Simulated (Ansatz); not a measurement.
F6Te, triplet, at a GFN2-xTB geometry (a higher spin typed on purpose: for a closed-shell molecule this is an excited state) (core potentials on Te); PBE0/def2-SVP run with Ansatz (an electronic-structure program).

Here is a job for Ansatz.
Ansatz 0.2 input:
```yaml
crystal:
  periodic: [false, false, false]
  atoms:
    - {symbol: F, position_ang: [0.13208014, -1.44202813, -1.51950360]}
    - {symbol: Te, position_ang: [-0.18810848, -0.11260985, 0.04188065]}
    - {symbol: F, position_ang: [1.72147784, -0.00682176, -0.40601892]}
    - {symbol: F, position_ang: [0.78251826, -1.50252317, 1.23930254]}
    - {symbol: F, position_ang: [-0.16714950, 1.21704620, -1.36295986]}
    - {symbol: F, position_ang: [0.47092639, 1.15770093, 1.34341240]}
    - {symbol: F, position_ang: [-1.85300413, 1.22726060, 0.46379036]}
basis:
  gaussian:
    orbitals: def2-SVP
hamiltonian:
  xc: pbe0
magnetization: {spin_polarized: true, initial_magnetization: 2}
```

It wrote (shortened):

```
Functional definition: PBE0
1099 factors; integrals over basis functions are off by at most 1.9e-4 eV
mean field evaluation 1: about -23550.9821 eV, gradient 4.6e1 eV
mean field evaluation 2: about -23534.4635 eV, gradient 8.4e1 eV
mean field evaluation 4: about -23558.5019 eV, gradient 1.3e1 eV
mean field evaluation 8: about -23559.2475 eV, gradient 2.9e-1 eV
mean field evaluation 16: about -23559.4513 eV, gradient 5.1e-2 eV
mean field evaluation 32: about -23559.4529 eV, gradient 9.5e-2 eV
mean field evaluation 64: about -23559.4514 eV, gradient 2.1e-2 eV
mean field evaluation 96: about -23559.4249 eV, gradient 5.5e-1 eV
mean field -23559.45663302 eV, -865.7940620902 hartree, gradient 9.6e-6 eV, S^2 2.020231; 9 other end points of the search recorded, 0 dependent functions left out
reference -23559.45664783 eV, -865.7940626344 hartree; 40, 38 occupied and 70, 72 virtual orbitals, 1099 factors
Total energy: -23559.45664783 eV, -865.7940626344 hartree
```
